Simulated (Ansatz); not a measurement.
Species: sum formula H7BSi2O3, charge 0, multiplicity 1. 
Structure (B3LYP-D3(BJ)/def2-TZVP (Ansatz, an electronic-structure program) minimum search):
```xyz
13

O     -0.8063     1.8792    -0.0501
B     -0.0586     0.7358     0.0255
O      1.2864     0.7957     0.2646
Si     2.3917    -0.4326     0.3989
O     -0.6726    -0.4726    -0.1411
Si    -2.2470    -0.8917    -0.4379
H     -0.2843     2.6767     0.0803
H      3.6966     0.2088     0.6592
H      2.0386    -1.3268     1.5231
H      2.4566    -1.2110    -0.8574
H     -2.7024    -0.3118    -1.7200
H     -3.1206    -0.4277     0.6617
H     -2.2777    -2.3664    -0.5151
```
Charge 0, spin multiplicity 1.

Wanted: atomisation energy (electronic, to ground-state atoms); the coupled-cluster value holds the core correlation from cc-pwCVTZ, in kcal/mol. Cores are frozen in the correlated levels unless marked. Open shells are spin-unrestricted. Spin-orbit coupling is left out. Non-relativistic. CBS(X,Y): correlation extrapolated as X^-3; Hartree-Fock from the larger set.

Level to compare with: CCSD(T)/CBS(cc-pV(T+d)Z,cc-pV(Q+d)Z) plus the core term (Ansatz), 1201.7 kcal/mol. It is a level with limits of its own, and the differences hold the functionals' basis error too.

Problem. Rank these functionals by how close they come to CCSD(T)/CBS(cc-pV(T+d)Z,cc-pV(Q+d)Z), closest first: wB97M-V/def2-TZVPD (Ansatz); LC-wPBE/def2-TZVPD (Ansatz); wB97X-V/def2-TZVPD (Ansatz); PBE/def2-TZVPD (Ansatz).

Solution. wB97X-V/def2-TZVPD (range-separated hybrid with VV10, 1198.1 kcal/mol, difference -3.6), wB97M-V/def2-TZVPD (range-separated hybrid meta-GGA with VV10, 1197.1 kcal/mol, difference -4.6), PBE/def2-TZVPD (GGA, 1188.7 kcal/mol, difference -13.0), LC-wPBE/def2-TZVPD (range-separated hybrid, 1183.5 kcal/mol, difference -18.2)
